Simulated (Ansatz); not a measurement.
System: HBOCl, charge 0, doublet. HBOCl (SMILES O[B]Cl, doublet).
B3LYP-D3(BJ)/def2-TZVP minimum from Ansatz (a first-principles code):
```
B
O 1 1.3290
H 2 0.9702 1 116.62
Cl 1 1.7626 2 125.73 3 0.00
```
Charge 0, spin multiplicity 2.

Total energies in cc-pV(D+d)Z, 17 correlated electrons, 7 frozen orbitals. Open shells are spin-unrestricted; no spin-orbit coupling. Correlated methods leave the cores frozen. No relativity.

| method | program | energy (Eh) | minus CCSDT(Q) (mEh) |
|---|---|---|---|
| HF | Ansatz | -559.67670 | 419.73 |
| MP2 | Ansatz | -560.06158 | 34.84 |
| CCSD | Ansatz | -560.08406 | 12.37 |
| CCSD(T) | Ansatz | -560.09462 | 1.80 |
| CCSDT(Q) | Ansatz | -560.09642 | 0.00 |

Rough core times of Ansatz's runs on a shared machine: CCSD(T) under 20 s, CCSDT(Q) 3 min.
